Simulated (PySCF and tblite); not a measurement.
The numbers below are computed, except where a source is named.
C₆H₁₂O₂, numbered as in [CH3:1][O:2][CH:3]1[CH2:4][CH2:5][O:6][CH2:7][CH2:8]1.

Search: ETKDG and KDG, MMFF94s, GFN2-xTB, 90 starts; geometries at PBE0-D3(BJ)/def2-SVP. Free energies are PBE0-D3(BJ)/def2-TZVP single points with GFN2-xTB rigid-rotor and vibrational terms (modes under about 100 cm⁻¹ blended into free rotors). Symmetry numbers and mirror images are counted. Conformers within 4 kcal/mol (GFN2-xTB free energy) were kept, 5 at most. Couplings: B3LYP/pcSseg-1 with pcJ-1 on H (gas phase; spin-dipole term only for pairs with B, N, F, Si or P). Couplings are for ¹H. Of two unlike H on one atom, a is the less shielded (PBE0/pcSseg-1). (PySCF 2.14, tblite 0.8.)

Torsions listed: C1–O2–C3–C4. The 6-ring runs over atoms 3–4–5–6–7–8. Of a mirror pair one member is shown.

```
conformer                                             shape  weight %
        1  6-ring chair (all substituents equatorial); 166°      75.1
        2                     6-ring chair (O2 axial); 166°      24.1
        3  6-ring chair (all substituents equatorial); -63°       0.9
```

**Question.** Give the couplings in each conformer and the averages at 298.15 K (pairs that fast motion interchanges averaged).

**Answer.** 
| coupling | pairs | 1 | 2 | 3 | average (Hz) |
| --- | --- | --- | --- | --- | --- |
| ²J(H1,H1) | 3 | -11.5 | -11.5 | -11.7 | -11.5 |
| ³J(H3,H4b) | 2 | 11.4 | 3.7 | 12.7 | 9.6 |
| ³J(H3,H4a) | 2 | 5.0 | 2.9 | 4.5 | 4.5 |
| ⁴J(H3,H5a) | 2 | -0.7 | -0.9 | -0.6 | -0.8 |
| ²J(H4b,H4a) | 2 | -13.9 | -14.9 | -13.4 | -14.2 |
| ³J(H4b,H5a) | 2 | 5.5 | 2.5 | 5.4 | 4.8 |
| ³J(H4b,H5b) | 2 | 13.6 | 1.7 | 12.8 | 10.7 |
| ⁴J(H4b,H8b) | 1 | 0.0 | 2.3 | 0.0 | 0.6 |
| ³J(H4a,H5a) | 2 | 2.1 | 13.8 | 2.0 | 4.9 |
| ³J(H4a,H5b) | 2 | 2.4 | 5.7 | 2.3 | 3.2 |
| ⁴J(H4a,H8a) | 1 | 2.0 | 0.7 | 2.1 | 1.7 |
| ²J(H5a,H5b) | 2 | -13.3 | -12.7 | -13.0 | -13.1 |
| ⁴J(H5a,H7a) | 1 | 0.6 | 0.5 | 0.7 | 0.6 |
| ⁴J(H5a,H7b) | 2 | -0.7 | -0.7 | -0.7 | -0.7 |
